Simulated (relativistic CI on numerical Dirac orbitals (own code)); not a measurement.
# Rh5+ (4d4) in a crystal field

Calculated by Dirac-Coulomb-Breit CI, separate exchange-only KLI orbitals for each configuration, model QED (radiative potential, 1s self-energy scaled to tabulated hydrogen-like ionisation energies), valence Slater integrals scaled by 0.85, one configuration in a parametric crystal field (own radial code).

Field parameters in Wybourne normalisation: Td as Oh with Dq negative (B⁴₀ = 21Dq, B⁴₄ = √(5/14) B⁴₀). The field is a parameter set, without covalency.

S is read from ⟨S²⟩ = S(S + 1).

Levels (cm⁻¹, degeneracy): 0 (1), 768 (3), 1254 (3), 2335 (2), 2563 (3), 3374 (3), 4914 (1), 10009 (3), 10169 (2), 10710 (3), 11649 (1), 12887 (1).

(1) Which field gives this pattern?
A. Td, 10Dq = -6800 cm⁻¹
B. Td, 10Dq = -18950 cm⁻¹
C. Td, 10Dq = -3800 cm⁻¹
D. Td, 10Dq = -12850 cm⁻¹

## Answers

(1) D. Td, 10Dq = -12850 cm⁻¹, ground level with S = 1.83.
